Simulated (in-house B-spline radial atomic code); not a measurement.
## LDA exchange-only excitations of Kr6+

Method: LDA exchange-only. Computed with a B-spline radial code for spherical atoms: linear response of the closed shell [Ar] 3d10 4s2 with the functional's adiabatic kernel; non-relativistic, point nucleus, no spin-orbit coupling, no double excitations, S, P, D and F terms only; shells from n = 2 respond. Only terms of natural parity with L up to 3 were computed.

Without relativity these are model numbers for so heavy an element.

Command:
```bash
python run_td.py task.json out
```
Settings (radii: box in bohr, nucleus in fm):
```
Z                        36
electrons                30
configuration            [Ar] 3d10 4s2
hamiltonian              nr
method                   lda,
box_radius               14.35
intervals                53
```

Time taken, with all properties: 0.5 s on 1 thread of Intel(R) Xeon(R) Platinum 8488C (Sapphire Rapids) (shared host).

The lowest states, in the order of their Tamm-Dancoff energies; the method's threshold (minus the highest occupied level) is 99.61 eV. Labels give the largest channel, * marks a mixed state, and oscillator strengths are full-response dipole values. Semilocal kernels can invert the small singlet-triplet splittings of Rydberg terms. Energies in eV:

```json
{"state": "4s → 4p 3P", "full response": "13.953", "Tamm-Dancoff": "14.160", "oscillator strength": "-"}
{"state": "4s → 4p 1P", "full response": "20.561", "Tamm-Dancoff": "21.392", "oscillator strength": "1.47"}
{"state": "4s → 4d 3D", "full response": "40.17", "Tamm-Dancoff": "40.23", "oscillator strength": "-"}
{"state": "4s → 4d 1D", "full response": "?", "Tamm-Dancoff": "?", "oscillator strength": "-"}
{"state": "4s → 5s 3S", "full response": "52.64", "Tamm-Dancoff": "52.66", "oscillator strength": "-"}
{"state": "4s → 5s 1S", "full response": "54.05", "Tamm-Dancoff": "54.08", "oscillator strength": "-"}
{"state": "4s → 5p 3P", "full response": "58.79", "Tamm-Dancoff": "58.80", "oscillator strength": "-"}
{"state": "4s → 5p 1P", "full response": "?", "Tamm-Dancoff": "?", "oscillator strength": "?"}
{"state": "4s → 4f 3F", "full response": "62.17", "Tamm-Dancoff": "62.20", "oscillator strength": "-"}
{"state": "4s → 4f 1F", "full response": "63.20", "Tamm-Dancoff": "63.21", "oscillator strength": "-"}
```

Q: Where does 4s → 5p 1P lie?

A: At 59.48 eV in full response, 59.53 eV in Tamm-Dancoff, oscillator strength 0.106.

Q: Where does 4s → 4d 1D lie?

A: At 42.90 eV in full response, 42.93 eV in Tamm-Dancoff.

Q: How large is the singlet-triplet splitting of 4s → 4p (P terms) in Tamm-Dancoff?

A: 7.23 eV, from the unrounded values.

Q: What polarisabilities and dispersion coefficient does the method give?

A: Dipole 2.848 bohr³, quadrupole 3.32 bohr⁵, C6 5.486 hartree·bohr⁶ for two such species.
